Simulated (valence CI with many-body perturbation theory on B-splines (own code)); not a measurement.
Level structure of Er53+

Level of theory: configuration interaction combined with many-body perturbation theory (CI+MBPT): five valence electrons over a frozen Dirac-Fock core [Ne], radial functions for each j: 9 s, 9 p, 8 d, 6 f, 3 g, 1 h, with the one-electron correlation potential Σ1 (screened to all orders), the two-electron term Σ2, the three-electron term Σ3, Breit, model QED; selected single and double excitations, second order for the rest (own B-spline code, finite nucleus).

The last digits are not significant, and no measured levels were compared; by estimate large intervals hold to a few tenths of a per cent, small ones and those within an open d or f shell to about a per cent. Among the levels kept, up to 580 cm⁻¹ of a level comes from second order outside the variational space, and about a tenth of that is noise between levels of different J, which matters for small intervals.

Levels 46 to 53 of 53, with energies above the lowest level, (3s^2 3p1/2^2 3p3/2) J=3/2. "Leading %" is the weight of the configuration and term that name the level; weights of strongly mixed levels are sums over their largest components and can fall short. In the jj column 3d3/2^4 stands for four electrons in 3d with j = 3/2. Lifetimes count E1, E2, E3, M1 and M2 decay at the calculated energies, and are blank where another channel may lead or the interval is too uncertain; long ones can be off by a factor of two.

```json
{"No.": "46", "Configuration": "3s3p³3d", "Term": "²P°", "J": "3/2", "E (× 10³ cm⁻¹)": "5527.4", "Leading %": "15", "Lifetime": "655 fs", "Leading jj": "3s 3p1/2^2 3p3/2 3d5/2 (55 %)"}
{"No.": "47", "Configuration": "3s²3p3d²", "Term": "⁴F°", "J": "3/2", "E (× 10³ cm⁻¹)": "5551.3", "Leading %": "20", "Lifetime": "393 fs", "Leading jj": "3s^2 3p1/2 3d3/2^2 (56 %)"}
{"No.": "48", "Configuration": "3s²3p²3d", "Term": "²D", "J": "5/2", "E (× 10³ cm⁻¹)": "5593.3", "Leading %": "28", "Lifetime": "581 fs", "Leading jj": "3s^2 3p3/2^2 3d3/2 (86 %)"}
{"No.": "49", "Configuration": "3s²3p²3d", "Term": "²F", "J": "7/2", "E (× 10³ cm⁻¹)": "5593.4", "Leading %": "47", "Lifetime": "838 fs", "Leading jj": "3s^2 3p3/2^2 3d3/2 (96 %)"}
{"No.": "50", "Configuration": "3s²3p²3d", "Term": "⁴P", "J": "3/2", "E (× 10³ cm⁻¹)": "5616.3", "Leading %": "23", "Lifetime": "406 fs", "Leading jj": "3s^2 3p3/2^2 3d3/2 (76 %)"}
{"No.": "51", "Configuration": "3s²3p²3d", "Term": "⁴P", "J": "1/2", "E (× 10³ cm⁻¹)": "5626.1", "Leading %": "39", "Lifetime": "384 fs", "Leading jj": "3s^2 3p3/2^2 3d3/2 (78 %)"}
{"No.": "52", "Configuration": "3s²3p3d²", "Term": "⁴G°", "J": "7/2", "E (× 10³ cm⁻¹)": "5673.5", "Leading %": "56", "Lifetime": "4.36 ps", "Leading jj": "3s^2 3p1/2 3d3/2 3d5/2 (94 %)"}
{"No.": "53", "Configuration": "3s²3p3d²", "Term": "²D°", "J": "5/2", "E (× 10³ cm⁻¹)": "5702.1", "Leading %": "24", "Lifetime": "3.57 ps", "Leading jj": "3s^2 3p1/2 3d3/2 3d5/2 (94 %)"}
```
